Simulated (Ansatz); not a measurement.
Frontier orbitals of FGeH3SSi, SMILES `F[SiH]1[S][GeH2]1`.

Charge 0, multiplicity 1. Correlated methods include outer-core shells of Ge, which these sets cover unevenly. Scalar relativity is left out up to krypton. Geometry: relaxed with PBE0-D4/def2-TZVP. Basis def2-TZVPP, the Gaussian-basis code of Ansatz.

Orbital energies of one run (eV). Highest occupied ones, from the top: -7.54, -7.90, -9.32, -10.62, -10.87, -12.75, -13.22, -13.49, -15.50, -15.91, -21.09, -34.68, -34.72, -34.74. Empty: -0.64, -0.30, -0.20, 0.87, 1.14, 2.25.

Task: Which functional gave them?
A. B3LYP
B. HSE06 (plane-wave form)
C. revPBE
D. r2SCAN0

Result: D. HOMO energies: r2SCAN0 -7.54, B3LYP -7.17, revPBE -6.29, HSE06 -6.99 eV.

B3LYP here is the variant with VWN-RPA as its local correlation; programs differ in this.
